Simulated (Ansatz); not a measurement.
C2H6OSn, SMILES `C[CH2][Sn][OH]`, relaxed with RKS PBE0-D4/def2-TZVP in Ansatz from a PBE-D4/def2-SVP geometry. The force threshold is 0.005 eV/Å; the program also tests the step.

Charge 0, multiplicity 1. Sn: def2 effective core potential.

Start:

```xyz
10

C     0.329    0.156   -0.910
C    -0.967   -0.260   -0.219
Sn   -0.862   -0.394    2.033
O     1.089    0.165    2.155
H     1.152   -0.569   -0.722
H     0.226    0.229   -2.015
H     0.685    1.152   -0.565
H    -1.321   -1.254   -0.576
H    -1.797    0.447   -0.447
H     1.465    0.329    1.266
```

```json
{"step": "1", "energy (eV)": "-10047.9417", "largest force (eV/Å)": "0.692", "largest move (Å)": "0.000"}
{"step": "2", "energy (eV)": "-10048.0041", "largest force (eV/Å)": "0.281", "largest move (Å)": "0.051"}
{"step": "3", "energy (eV)": "-10048.0082", "largest force (eV/Å)": "0.114", "largest move (Å)": "0.039"}
{"step": "4", "energy (eV)": "-10048.0094", "largest force (eV/Å)": "0.125", "largest move (Å)": "0.051"}
{"step": "5", "energy (eV)": "-10048.0105", "largest force (eV/Å)": "0.016", "largest move (Å)": "0.025"}
{"step": "6", "energy (eV)": "-10048.0105", "largest force (eV/Å)": "0.021", "largest move (Å)": "0.005"}
{"step": "7", "energy (eV)": "-10048.0105", "largest force (eV/Å)": "0.013", "largest move (Å)": "0.010"}
{"step": "8", "energy (eV)": "-10048.0105", "largest force (eV/Å)": "0.003", "largest move (Å)": "0.004"}
```

End:

```xyz
10

C     0.323    0.159   -0.931
C    -0.950   -0.252   -0.210
Sn   -0.851   -0.389    1.994
O     1.053    0.138    2.176
H     1.142   -0.544   -0.742
H     0.192    0.202   -2.017
H     0.665    1.150   -0.618
H    -1.301   -1.232   -0.560
H    -1.770    0.442   -0.435
H     1.497    0.326    1.343
```

It took 21 s on 2 threads of an AMD EPYC 7R13 on a shared host and a share of an NVIDIA H100 80 GB, with 0.84 GiB of host memory at the peak.
